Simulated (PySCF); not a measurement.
# Electron correlation in Mo²⁺ (molybdenum, charge +2)

[Kr] 4d4, high-spin 5D determinant. Computed with PySCF 2.14 in ANO-RCC-VTZP (7s6p4d2f1g, 68 functions), with the spin-free X2C one-electron Hamiltonian (Gaussian nucleus). Frozen: [Kr]; 4 electrons correlated.

```
  level  correlation energy (mhartree)
   CCSD                         -40.96
    (T)                          -0.40
CCSD(T)                         -41.36
```

Diagnostics: T1 = 0.0011, D1 = 0.0020, largest double amplitude 0.029.

Question: Is a single reference adequate?

Answer: Yes, within this model without spin-orbit coupling: T1 lies below 0.03 and no double amplitude reaches 0.07.
